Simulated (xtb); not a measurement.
H$_{5}$GeSi, charge +2, quartet, at a GFN2-xTB geometry of the parent state (a state made from the parent by changing its charge; the spin is typed, not shown lowest); GFN2-xTB (xtb 6.7.1).

Here is a job for xtb.
```
$ xtb mol.xyz --gfn 2 --chrg 2 --uhf 3 --json

# file mol.xyz
7

Si    -1.70101792     0.20606523    -0.02216430
Ge     0.81377401    -0.09832460     0.01055288
H     -2.07791822    -0.81651930    -1.00525857
H     -1.79247615     1.60745529    -0.45097205
H     -2.02047103    -0.08304064     1.38091505
H      1.69192365    -1.32782332     0.38792457
H      1.97242415     0.88140175    -0.34000111
```

Output, abridged:

```
   ID    Z sym.   atoms
    1   14 Si     1
    2   32 Ge     2
    3    1 H      3-7

           -------------------------------------------------
          |                Calculation Setup                |
           -------------------------------------------------

           -------------------------------------------------
          |                 G F N 2 - x T B                 |
           -------------------------------------------------

          ...................................................
          :                      SETUP                      :
          :.................................................:
          :  # basis functions                  25          :
          :  # atomic orbitals                  23          :
          :  # shells                           11          :
          :  # electrons                        11          :
          :  max. iterations                   250          :
          :  Hamiltonian                  GFN2-xTB          :
          :  restarted?                      false          :
          :  GBSA solvation                  false          :
          :  PC potential                    false          :
          :  electronic temp.          300.0000000     K    :
          :  accuracy                    1.0000000          :
          :  -> integral cutoff          0.2500000E+02      :
          :  -> integral neglect         0.1000000E-07      :
          :  -> SCF convergence          0.1000000E-05 Eh   :
          :  -> wf. convergence          0.1000000E-03 e    :
          :  Broyden damping             0.4000000          :
          :  net charge                          2          :
          :  unpaired electrons                  3          :
          ...................................................

 iter      E             dE          RMSdq      gap      omega  full diag
   1     -3.0919256 -0.309193E+01  0.344E+01    3.18       0.0  T
   2      1.8549337  0.494686E+01  0.275E+01    1.32       1.0  T
   3     -2.7143395 -0.456927E+01  0.297E+01    2.54       1.0  T
   4     -3.6539578 -0.939618E+00  0.121E+01    3.36       1.0  T
   5     -4.9107967 -0.125684E+01  0.770E+00    1.66       1.0  T
   6     -4.8951443  0.156524E-01  0.889E+00    1.66       1.0  T
   7     -4.9096437 -0.144994E-01  0.742E+00    1.51       1.0  T
   8     -4.8783941  0.312496E-01  0.559E+00    1.21       1.0  T
   9     -4.8981180 -0.197240E-01  0.513E+00    1.10       1.0  T
[...]
         :: total energy              -4.907588875352 Eh    ::
[...]
                  HL-Gap            0.0412502 Eh            1.1225 eV
             Fermi-level           -0.7560138 Eh          -20.5722 eV

     #   Z          covCN         q      C6AA      α(0)
     1  14 Si       3.594     0.610    95.517    18.776
     2  32 Ge       2.684     0.164   217.777    28.786
     3   1 H        0.917     0.179     1.213     1.723
     4   1 H        0.917     0.187     1.168     1.690
     5   1 H        0.917     0.179     1.211     1.722
     6   1 H        0.920     0.340     0.601     1.212
     7   1 H        0.920     0.341     0.600     1.211

 Mol. C6AA /au·bohr⁶  :        857.460745
 Mol. C8AA /au·bohr⁸  :      57965.509766
 Mol. α(0) /au        :         55.119802

Wiberg/Mayer (AO) data.
largest (>0.10) Wiberg bond orders for each atom

 ---------------------------------------------------------------------------
     #   Z sym  total        # sym  WBO       # sym  WBO       # sym  WBO
 ---------------------------------------------------------------------------
     1  14 Si   3.018 --     3 H    0.733     5 H    0.732     4 H    0.715
                             2 Ge   0.660
     2  32 Ge   1.977 --     1 Si   0.660     6 H    0.548     7 H    0.547
     3   1 H    0.878 --     1 Si   0.733
     4   1 H    0.921 --     1 Si   0.715
     5   1 H    0.880 --     1 Si   0.732
     6   1 H    0.703 --     2 Ge   0.548
     7   1 H    0.706 --     2 Ge   0.547
 ---------------------------------------------------------------------------

Topologies differ in total number of bonds
Writing topology from bond orders to xtbtopo.mol

molecular dipole:
                 x           y           z       tot (Debye)
 q only:       -1.368       0.184      -0.023
   full:       -1.309       0.168      -0.020       3.355
molecular quadrupole (traceless):
                xx          xy          yy          xz          yz          zz
 q only:       18.583      -3.236      -7.029       0.236      -1.552     -11.554
  q+dip:       19.729      -3.568      -7.320       0.280      -1.746     -12.409
   full:       19.673      -3.640      -6.910       0.286      -2.022     -12.763

           -------------------------------------------------
          | TOTAL ENERGY               -4.907588875352 Eh   |
          | GRADIENT NORM               0.028653134702 Eh/α |
          | HOMO-LUMO GAP               1.122474175969 eV   |
           -------------------------------------------------

normal termination of xtb
```
